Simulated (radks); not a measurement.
Isoelectronic series with 34 electrons, all held in the configuration [Ar] 3d10 4s2 4p4, which need not be the ground one along the series. Calculated with a radial shooting solver on a logarithmic mesh with Libxc functionals: scalar-relativistic Kohn-Sham, PBE, spin-unpolarised, spherical densities, finite nucleus; Fermi nuclear charge, rms radius of each element as measured or else 0.836 A^(1/3) + 0.57 fm. Total energies (hartree) and mean radii <r> (bohr):

| ion | E (hartree) | 4p | 4s | 3d | 3p |
|---|---|---|---|---|---|
| Se | -2429.94588 | 2.302 | 1.795 | 0.6306 | 0.5896 |
| Ru10+ | -4500.50229 | 0.9952 | 0.9398 | 0.3805 | 0.4010 |
| In15+ | -5798.78786 | 0.8013 | 0.7691 | 0.3197 | 0.3441 |
| Xe20+ | -7278.03887 | 0.6730 | 0.6516 | 0.2759 | 0.3009 |
| Pr25+ | -8943.8012 | 0.5808 | 0.5649 | 0.2428 | 0.2669 |
| Gd30+ | -10802.6310 | 0.5108 | 0.4979 | 0.2168 | 0.2394 |
| Tm35+ | -12862.4314 | 0.4557 | 0.4443 | 0.1957 | 0.2168 |
